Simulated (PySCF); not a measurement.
## Dipole response of Rh²⁺ (rhodium, charge +2)

[Kr] 4d6 5s1, high-spin 6D determinant (an excited configuration). All numbers are calculated (PySCF 2.14, the spin-free X2C one-electron Hamiltonian (Gaussian nucleus), in aug-cc-pwCVTZ-DK (11s10p8d4f3g, 136 functions)). Coupled (time-dependent) response in atomic units; α is the mean over directions.

```json
{"method": "MN15", "mean α (bohr³)": "19.93", "α xx, yy, zz": "19.67, 19.67, 20.46", "C₆ (like pair)": "110.6", "S(−4)": "255.7"}
```

S(−4) is the Cauchy moment in α(ω) = α(0) + S(−4) ω² + …

Spin-orbit coupling is absent.

α(iu) at MN15:

```tsv
u (hartree)	α(iu) (bohr³)
0	19.93
0.0500	19.32
0.100	17.75
0.200	13.81
0.300	10.68
0.500	7.115
0.750	4.990
1.00	3.811
1.50	2.496
2.00	1.770
3.00	1.016
5.00	0.4582
```

A single London oscillator, α(iu) = α/(1 + u²/ω²), gives C₆ = (3/4) ω α². Matching the computed C₆ needs ω = 4 × 110.6 / (3 × 19.93²) = 0.371 hartree.

For an ion, C₆ is the dispersion term alone; charge-induced terms of lower order in 1/R come first.

The components differ because the open shell of this determinant is not spherical; for a pure term their mean is the scalar polarisability.
